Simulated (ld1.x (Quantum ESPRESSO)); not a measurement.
Tl (Z = 81): one change to a TM potential, before and after

```json
{
 "Element": "thallium (Tl)",
 "Generator": "ld1.x (Quantum ESPRESSO) 7.5",
 "Type": "norm-conserving Troullier–Martins (Kleinman–Bylander form)",
 "Functional": "PBE",
 "Relativity": "fully relativistic",
 "Frozen core": "[Xe] 4f14 5d10",
 "Valence charge": "3",
 "Reference configuration": "6s1.5 6p1.5",
 "Partial waves": "6p (bound): rc 2.60 bohr; 6s (bound): rc 2.25 bohr",
 "Local potential": "the s channel",
 "Core correction": "none"
}
```

Open shells are filled in proportion to 2j + 1 (rel_dist='average').

Change: scalar-relativistic.

Cutoffs: the cutoffs (Ry, on a coarse ladder) from which the occupation-weighted sum of valence levels, in a spherical-Bessel basis at the reference potential, stays within 10 and 1 mRy of its value at 400 Ry; they do not see the model core or the augmentation charge, which bear on the density cutoff. Errors are all-electron minus pseudo energies relative to the spin-unpolarised reference configuration.

Q: Predict the effect on cutoff, ghosts and configuration errors.

A: The potential gets neither clearly harder nor softer (18 Ry and 30 Ry → 18 Ry and 30 Ry); the s channel sets the loose cutoff, while the largest relative change is in p, which becomes softer; of the 7 tests that both files solve, the error grows in 2 and shrinks in 1 by more than 15 % and 0.3 meV (median size 34.1 → 36.3 meV); neither file shows a bound ghost.

```csv
quantity,base,changed
"cutoff, loose",18 Ry,18 Ry
"cutoff, tight",30 Ry,30 Ry
loose cutoff by channel (10 mRy a level),"p 8 Ry, s 10 Ry","p 6 Ry, s 10 Ry"
bound ghosts,none,none
"error for 6s2 6p1, meV [ΔE -3.59 → -3.65 eV]",+7.6,+9.5
"error for 6s2 6p0, meV [ΔE 1.68 → 1.52 eV]",+92,+95
"error for 6s1 6p0, meV [ΔE 22.47 → 22.30 eV]",+154,+150
"error for 6s2 6p0.5, meV [ΔE -1.69 → -1.79 eV]",+34,+36
"error for 6s0 6p3, meV [ΔE 11.37 → 11.56 eV]",+116,+127
"error for 6s1 6p1, meV [ΔE 9.83 → 9.80 eV]",+4.4,+2.0
"error for 6s2 6p1.3, meV [ΔE -4.11 → -4.14 eV]",+1.3,+3.3
s: phases at 2.86 bohr within 0.05 rad from the reference energy up to (Ry; the scan ends near 5),2.1,2.0
```
